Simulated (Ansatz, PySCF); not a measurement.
Dissociation curve of BCl, singlet.

Levels of theory: RKS-PBE = restricted PBE/cc-pVDZ (Ansatz, a program for electronic structure); UKS-PBE = unrestricted PBE/cc-pVDZ (Ansatz); UKS-TPSSh = unrestricted TPSSh/cc-pVDZ in PySCF; UCCSD(T) = CCSD(T) on UHF/cc-pVDZ, 6 core orbitals frozen run with PySCF.

Energies relative to the lowest point of each curve near equilibrium, in kJ/mol; the last columns give the difference from UCCSD(T):

| R / Å | RKS-PBE | UKS-PBE | UKS-TPSSh | UCCSD(T) | RKS-PBE − UCCSD(T) | UKS-PBE − UCCSD(T) | UKS-TPSSh − UCCSD(T) |
|---|---|---|---|---|---|---|---|
| 1.29 | 520.2 | 520.2 | 517.1 | 537.6 | -17.4 | -17.4 | -20.5 |
| 1.36 | 320.4 | 320.4 | 317.5 | 330.5 | -10.1 | -10.1 | -13.0 |
| 1.46 | 143.6 | 143.6 | 141.1 | 147.0 | -3.4 | -3.4 | -5.9 |
| 1.54 | 64.1 | 64.1 | 62.1 | 64.7 | -0.6 | -0.6 | -2.5 |
| 1.63 | 17.3 | 17.3 | 16.2 | 16.7 | 0.5 | 0.5 | -0.5 |
| 1.68 | 4.8 | 4.8 | 4.3 | 4.4 | 0.4 | 0.4 | -0.1 |
| 1.72 | 0.0 | 0.0 | 0.0 | 0.0 | 0.0 | 0.0 | 0.0 |
| 1.79 | 0.0 | 0.0 | 0.9 | 1.2 | -1.2 | -1.2 | -0.3 |
| 1.82 | 2.6 | 2.6 | 3.8 | 4.4 | -1.8 | -1.8 | -0.6 |
| 1.88 | 11.2 | 11.2 | 13.2 | 14.5 | -3.2 | -3.2 | -1.3 |
| 2.02 | 43.5 | 43.5 | 46.9 | 50.5 | -7.0 | -7.0 | -3.6 |
| 2.12 | 72.3 | 72.3 | 76.5 | 82.0 | -9.7 | -9.7 | -5.5 |
| 2.34 | 140.7 | 140.7 | 146.1 | 155.4 | -14.7 | -14.7 | -9.3 |
| 2.56 | 207.1 | 207.1 | 213.5 | 225.8 | -18.7 | -18.7 | -12.2 |
| 2.86 | 286.0 | 286.0 | 294.9 | 315.3 | -29.4 | -29.4 | -20.5 |
| 3.12 | 341.2 | 341.2 | 352.7 | 378.2 | -37.0 | -37.0 | -25.6 |
| 3.45 | 394.8 | 393.8 | 398.7 | 433.2 | -38.4 | -39.4 | -34.5 |
| 3.77 | 432.3 | 426.8 | 424.0 | 456.7 | -24.3 | -29.9 | -32.6 |
| 4.17 | 464.4 | 450.7 | 442.6 | 466.6 | -2.2 | -15.9 | -24.0 |
| 4.68 | 489.1 | 465.6 | 455.4 | 470.4 | 18.7 | -4.8 | -14.9 |
| 5.20 | 503.1 | 473.3 | 462.4 | 471.6 | 31.6 | 1.7 | -9.2 |
| 6.08 | 514.5 | 478.6 | 467.7 | 472.2 | 42.3 | 6.4 | -4.5 |
| 6.91 | 519.1 | 480.9 | 469.6 | 472.4 | 46.7 | 8.5 | -2.8 |

RKS-PBE is furthest from UCCSD(T) at 6.91 (46.7 kJ/mol, above); its mean absolute difference over the points is 15.6 kJ/mol.

UKS-PBE is furthest from UCCSD(T) at 3.45 (-39.4 kJ/mol, below); its mean absolute difference over the points is 11.4 kJ/mol.

UKS-TPSSh is furthest from UCCSD(T) at 3.45 (-34.5 kJ/mol, below); its mean absolute difference over the points is 10.6 kJ/mol.

The restricted form behind RKS-PBE keeps the bonding electrons paired and can't separate into open-shell fragments. The unrestricted determinant behind UKS-PBE is spin-contaminated at 3.45 to 6.91 Å (<S²> up to 0.7, against 0.00 for a pure singlet). The unrestricted determinant behind UKS-TPSSh is spin-contaminated at 3.12 to 6.91 Å (<S²> up to 0.8, against 0.00 for a pure singlet). At the longest distance UKS-TPSSh leaves fractional charges on the fragments, a sign of delocalisation error or of the restricted form. The unrestricted determinant behind UCCSD(T) is spin-contaminated at 1.46 to 6.91 Å (<S²> up to 1.0, against 0.00 for a pure singlet).
